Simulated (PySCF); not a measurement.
C2H11NSi3, SMILES C[SiH2][Si@@H]1CN[SiH2]1.

Coordinates come from a r2SCAN-D4/def2-SVP optimisation. The structure was generated by enumeration; whether it is a known compound was not checked. One conformer was computed; it need not be the lowest.

Level of theory: PySCF with ωB97X/def2-TZVP.

Isolated molecule, no solvent.

Task: Estimate the frontier levels, gap, dipole moment. (The exact figures need the calculation; the answer reports its results.)

Result: 
```
Property                                                                                                        Value
---------------------------------------------------------------------------------------------  ----------------------
highest occupied level                                                                                       -9.03 eV
lowest empty level                                                                                            1.58 eV
orbital gap                                                                                                  10.61 eV
dipole moment                                                                                                  1.36 D
quadrupole, principal values (traceless, Buckingham form, about the centre of nuclear charge)  -4.71, -0.98, 5.69 D·Å
```
